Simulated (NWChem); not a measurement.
System: sulfur tetrafluoride (SF4); SMILES FS(F)(F)F

Excerpt of the output:

```
             Northwest Computational Chemistry Package (NWChem) 7.3.0
             --------------------------------------------------------

                             Geometry "geometry" -> ""
                             -------------------------

 Output coordinates in angstroms (scale by  1.889725989 to convert to a.u.)

  No.       Tag          Charge          X              Y              Z
 ---- ---------------- ---------- -------------- -------------- --------------
    1 F                    9.0000     1.22054500     0.00000000     0.61680800
    2 S                   16.0000     0.00000000     0.00000000    -0.38779400
    3 F                    9.0000     0.00000000    -1.65416900    -0.27554600
    4 F                    9.0000     0.00000000     1.65416900    -0.27554600
    5 F                    9.0000    -1.22054500     0.00000000     0.61680800

 Effective nuclear repulsion energy (a.u.)     295.3507469767

                              NWChem Property Module
                              ----------------------

  itol2e modified to match energy
  convergence criterion.

                                 NWChem DFT Module
                                 -----------------

 Summary of "ao basis" -> "ao basis" (spherical)
 ------------------------------------------------------------------------------
       Tag                 Description            Shells   Functions and Types
 ---------------- ------------------------------  ------  ---------------------
 F                          6-311g**                 8       18   4s3p1d
 S                          6-311g**                12       26   6s5p1d

  itol2e modified to match energy
  convergence criterion.

            General Information
            -------------------
          SCF calculation type: DFT
          Wavefunction type:  closed shell.
          No. of atoms     :     5
          No. of electrons :    52
           Alpha electrons :    26
            Beta electrons :    26
          Charge           :     0
          Spin multiplicity:     1
          Use of symmetry is: off; symmetry adaption is: off
          Maximum number of iterations: 150
          AO basis - number of functions:    98
                     number of shells:    44
          Convergence on energy requested:  1.00D-07
          Convergence on density requested:  1.00D-05
          Convergence on gradient requested:  5.00D-04

[...]

          -----------------------------------------
          Chemical Shielding Tensors (GIAO, in ppm)
          -----------------------------------------

                                NWChem CPHF Module
                                ------------------

  scftype          =     RHF
  nclosed          =       26
  nopen            =        0
  variables        =     1872
  # of vectors     =        3
  tolerance        = 0.10D-03
  level shift      = 0.00D+00
  max iterations   =       50
  max subspace     =       30

 SCF residual:    3.5483112548940598E-004

Iterative solution of linear equations
  No. of variables     1872
  No. of equations        3
  Maximum subspace       30
        Iterations       50
       Convergence  1.0D-04

   iter   nsub   residual    time
   ----  ------  --------  ---------
     1      3    5.04D-01      17.1
     2      6    3.02D-02      18.6
     3      9    1.27D-03      20.1
     4     12    1.11D-04      21.5
     5     15    7.10D-06      23.0

      Atom:    1  F
        Diamagnetic
    481.3234      0.0000     15.0322
      0.0000    463.8695      0.0000
     15.0322      0.0000    471.7238

        Paramagnetic
   -321.9675     -0.0000    161.4245
     -0.0000   -402.9637      0.0000
    161.4245      0.0000   -360.6783

        Total Shielding Tensor
    159.3559     -0.0000    176.4567
     -0.0000     60.9058      0.0000
    176.4567      0.0000    111.0456

           isotropic =     110.4357
          anisotropy =     304.3009

          Principal Components and Axis System
                 1           2           3
              313.3030     60.9058    -42.9016

      1         0.7535     -0.0000     -0.6574
      2        -0.0000      1.0000     -0.0000
      3         0.6574      0.0000      0.7535

      Atom:    2  S
        Diamagnetic
   1041.9448     -0.0000      0.0000
     -0.0000   1051.0979     -0.0000
      0.0000     -0.0000   1036.3642

        Paramagnetic
   -918.4590      0.0000     -0.0000
      0.0000  -1346.7464     -0.0000
     -0.0000     -0.0000   -979.6268

        Total Shielding Tensor
    123.4859      0.0000     -0.0000
      0.0000   -295.6485     -0.0000
     -0.0000     -0.0000     56.7375

           isotropic =     -38.4751
          anisotropy =    -385.7602

          Principal Components and Axis System
                 1           2           3
             -295.6485    123.4859     56.7375

      1        -0.0000      1.0000      0.0000
      2         1.0000      0.0000     -0.0000
      3         0.0000     -0.0000      1.0000

      Atom:    3  F
        Diamagnetic
    470.5236      0.0000      0.0000
      0.0000    492.5920      1.6513
      0.0000      1.6513    469.1305

        Paramagnetic
   -424.2027     -0.0000     -0.0000
     -0.0000   -243.7760    -77.2377
     -0.0000    -77.2377   -579.0614

        Total Shielding Tensor
     46.3209     -0.0000     -0.0000
     -0.0000    248.8160    -75.5863
     -0.0000    -75.5863   -109.9309

           isotropic =      61.7353
          anisotropy =     303.5339

          Principal Components and Axis System
                 1           2           3
              264.0913   -125.2062     46.3209

      1        -0.0000      0.0000      1.0000
      2         0.9802      0.1981      0.0000
      3        -0.1981      0.9802     -0.0000
```

Level: B3LYP/6-311G** (spherical d), GIAO. Coordinates come from a PBE0/def2-SVP optimisation. NWChem prints the field gradient with the sign opposite to the second derivative of the potential. The printed shielding anisotropy is the first printed principal value minus the mean of the other two.

Write an input that gives this output.

Several could match; the one computed here: the input that was run:
```
start job
memory heap 200 mb stack 900 mb global 1100 mb
geometry units angstroms noautosym nocenter noautoz
  F      1.220545     0.000000     0.616808
  S      0.000000     0.000000    -0.387794
  F      0.000000    -1.654169    -0.275546
  F      0.000000     1.654169    -0.275546
  F     -1.220545     0.000000     0.616808
end
basis spherical
  * library 6-311g**
end
dft
  xc b3lyp
  iterations 150
end
property
  shielding 3 1 2 3
  efieldgrad
end
task dft property
```
